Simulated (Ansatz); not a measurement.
```yaml
crystal:
  periodic: [false, false, false]
  atoms:
    - {symbol: Cu, position_ang: [-0.556347, -0.866483, 1.007951]}
    - {symbol: Cu, position_ang: [1.078254, -0.798813, -1.012728]}
    - {symbol: Sn, position_ang: [-1.198763, 0.601860, -0.774206]}
    - {symbol: Sn, position_ang: [1.029939, 1.026607, 0.878493]}
basis:
  gaussian: {orbitals: def2-TZVP}
total_charge: 1
magnetization: {spin_polarized: true, initial_magnetization: 1}
hamiltonian: {xc: {name: B97}}
output: {forces: true}
```

```sh
$ ansatz run in.yaml --threads 4 --pin off --events-out ev --progress --plain --max-ram 4787MiB
```

It prints (some lines left out):

```
Functional definition: B97
1910 factors; integrals over basis functions are off by at most 3.0e-4 eV
mean field evaluation 1: about -100897.5255 eV, gradient 1.4e2 eV
mean field evaluation 2: about -98531.1761 eV, gradient 5.9e2 eV
mean field evaluation 4: about -100797.1349 eV, gradient 2.3e2 eV
mean field evaluation 8: about -100936.9968 eV, gradient 4.2e0 eV
mean field evaluation 16: about -100937.1592 eV, gradient 1.8e-2 eV
mean field evaluation 32: about -100936.0509 eV, gradient 4.4e0 eV
mean field -100937.15918053 eV, -3709.3721822207 hartree, gradient 4.5e-5 eV, S^2 0.754883; 2 other end points of the search recorded, 0 dependent functions left out
reference -100937.15921254 eV, -3709.3721833970 hartree; 51, 50 occupied and 139, 140 virtual orbitals, 1910 factors
Total energy: -100937.15921254 eV, -3709.3721833970 hartree
Atom 0 at    -0.556347    -0.866483     1.007951 Å, force    -0.345597    -1.759493     1.379222 eV/Å
Atom 1 at     1.078254    -0.798813    -1.012728 Å, force     0.173344    -0.178754    -0.306614 eV/Å
Atom 2 at    -1.198763     0.601860    -0.774206 Å, force    -0.513790     0.998953    -1.202146 eV/Å
Atom 3 at     1.029939     1.026607     0.878493 Å, force     0.686044     0.939295     0.129538 eV/Å
Dipole moment:     0.078952    -0.296432    -0.020350 e Å
```

Hardware: 4 threads of Arm Neoverse V1 on a shared host. Wall time 24 s, peak host memory 1.2 GiB.

In the def2 sets Sn takes a core potential; there is no spin–orbit coupling.

The dipole of an ion depends on the origin.
